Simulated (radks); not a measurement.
Q: Radial electron density D(r) = 4 pi r^2 rho(r) of an atom or ion with 69 electrons. All-electron calculation, scalar-relativistic Kohn-Sham, XLYP, spin-polarised, spherical densities, finite nucleus; Fermi nuclear charge, rms radius of each element as measured or else 0.836 A^(1/3) + 0.57 fm. Program: a radial shooting solver on a logarithmic mesh with Libxc functionals.

r (bohr)  D(r) (e/bohr)    spin D(r)
0.00136           9.168      0.00209
0.001583          11.56      0.00262
0.001858          14.67      0.00331
0.002163          18.28      0.00410
0.002538          22.88      0.00508
0.002955          28.08      0.00618
0.00344           34.13      0.00741
0.004037          41.41      0.00884
0.0047            49.12       0.0103
0.005515          57.85       0.0117
0.006421          66.38       0.0129
0.007535          75.11       0.0139
0.008772          82.52       0.0141
0.01029           88.65       0.0136
0.01198           92.23       0.0121
0.01395           93.23      0.00964
0.01637           91.57      0.00630
0.01906           88.17      0.00306
0.02237           84.33     0.000757
0.02604           82.50     0.000996
0.03056           84.68      0.00510
0.03557           91.68       0.0129
0.04174           103.3       0.0237
0.0486            115.2       0.0325
0.05657           123.3       0.0351
0.06639           123.7       0.0276
0.07729           115.8       0.0132
0.0907            103.4      0.00164
0.1056            95.37      0.00891
0.1239            96.67       0.0444
0.1442            105.3       0.0951
0.1693            111.9        0.142
0.1971            106.1        0.171
0.2294            87.43        0.211
0.2692            64.72        0.320
0.3134            53.02        0.502
0.3678            54.80        0.699
0.4282            61.39        0.779
0.5025            61.69        0.716
0.585             52.46        0.620
0.6865            38.12        0.619
0.7991            26.41        0.729
0.9303            19.00        0.841
1.092             14.54        0.832
1.271             11.41        0.672
1.492             8.215        0.426
1.736             5.402        0.218
2.038             3.153       0.0817
2.372             1.854       0.0229
2.784             1.170      0.00273
3.241            0.8648     -0.00168
3.773            0.6681     -0.00262
4.427            0.4742     -0.00280
5.154            0.2994     -0.00243
6.048            0.1549     -0.00165
7.041           0.06884    -0.000915
8.263           0.02372    -0.000396
9.619          0.006702    -0.000144
11.29          0.001282   -0.0000354
13.14         0.0001939  -0.00000680

What is the nuclear charge?

A: Z = 69. The innermost maximum, from 1s, lies near gamma/Z bohr with gamma = sqrt(1 - (Z/c)^2) = 0.864, here 0.0125 bohr (found: 0.0137), and its height grows with Z. The density is that of neutral thulium in [Kr] 4d10 4f13.5 5s1.5 5p6 6s2; the configuration itself is not fixed sharply by these data, and Z only to a few units. D(r) has 4 maxima, at r = 0.0137, 0.0618, 0.172, 0.468 bohr, and minima at 0.0262, 0.113, 0.331 bohr, inside which lie 1.92, 11.15, 29.73 electrons.
